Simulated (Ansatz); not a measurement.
Isolated molecules relaxed with PBE0-D4/def2-TZVP in Ansatz; ΔE leaves out vibrations. CBS: MP2 limit from def2 TZ/QZ plus the TZ coupled-cluster correction, frozen cores. This one scheme is used for every species. Functionals use def2-TZVPP. For Se outer-core shells are correlated without core-valence functions, which leaves a few kJ/mol of doubt a bond. Scalar relativity is left out up to krypton. Each species was taken in one conformer, which may not be the lowest.

Reaction (ligand exchange at the Si–N bond): `O[SiH2]N[SiH2][SiH3]` + `[SiH3][SeH]` → `O[SiH2][Se][SiH3]` + `N[SiH2][SiH3]`

Is it downhill or uphill in electronic energy at CCSD(T)/CBS, and by how much? (Estimate.)

Computed: Uphill: ΔE = +0.9 kcal/mol.

What do these levels give: ωB97X-V, r2SCAN, MP2/def2-TZVPP, HF/def2-QZVPP, SCS-MP2/def2-QZVPP, CCSD/CBS(def2)? (Best estimate.)

Ansatz gave: ωB97X-V 1.3, r2SCAN 0.1, MP2/def2-TZVPP 0.8, HF/def2-QZVPP 2.6, SCS-MP2/def2-QZVPP 1.2, CCSD/CBS(def2) 1.1 kcal/mol.

Largest T1 diagnostic among the species: 0.012.
